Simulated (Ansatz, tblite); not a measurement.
Cost and result up the ladder for SbSbSbSb tetrahedron (Sb₄) (4 atoms). The state is a singlet with charge 0. Geometry: r2SCAN-D4/def2-SVP.

```xyz
4

Sb   -0.0215   -1.5556    0.7793
Sb    1.6110    0.3467   -0.5586
Sb   -0.4968    1.2233    1.1332
Sb   -1.0928   -0.0145   -1.3540
```

Ansatz on 4 threads of Arm Neoverse V1 on a shared host; xTB runs through tblite on one thread. Times are rough, summed over both states, and most runs start from the orbitals of an earlier one. PBE0-D4/def2-TZVP serves as the yardstick here, not as an exact answer. Differences are given only for rows in sets of like size (and for xTB, whose basis is part of the method), since another set adds its own error. The other state is a doublet.

In the def2 sets Sb takes a core potential; there is no spin–orbit coupling. The xTB rows come from tblite. Correlated methods freeze 16 core orbitals; core or outer-core shells of Sb are correlated, in sets that lack core-valence functions. The rows differ in basis, and correlated rows in double-zeta sets carry the largest basis error. HOMO above LUMO, or a gap near zero within one spin, warns that the state may not be the lowest or that an electron is smeared out.

Correlated methods converge slowly with the basis, most of all in double-zeta sets.

Raw xTB energies of ions are shifted by several eV.

| level | functions | wall time |
| --- | --- | --- |
| GFN2-xTB | 36 | 0.006 s |
| GFN1-xTB | 36 | 0.008 s |
| PBE-D4/def2-TZVP | 200 | 16 s |
| CCSD(T)/def2-SVP | 104 | 30 s |
| PBE0-D4/def2-TZVP | 200 | 33 s |
| r2SCAN-D4/def2-TZVP | 200 | 42 s |

(1) Estimate what each level gives for the vertical IE (eV).

## Answers

(1) 
| level | vertical IE (eV) | difference from PBE0-D4/def2-TZVP (eV) | remarks |
| --- | --- | --- | --- |
| GFN2-xTB | 11.20 | 3.34 | – |
| GFN1-xTB | 11.83 | 3.97 | – |
| PBE-D4/def2-TZVP | 7.74 | -0.12 | gap within one spin near zero (+1 doublet) |
| CCSD(T)/def2-SVP | 7.79 | – | – |
| PBE0-D4/def2-TZVP | 7.86 | 0.00 | – |
| r2SCAN-D4/def2-TZVP | 7.85 | -0.01 | – |
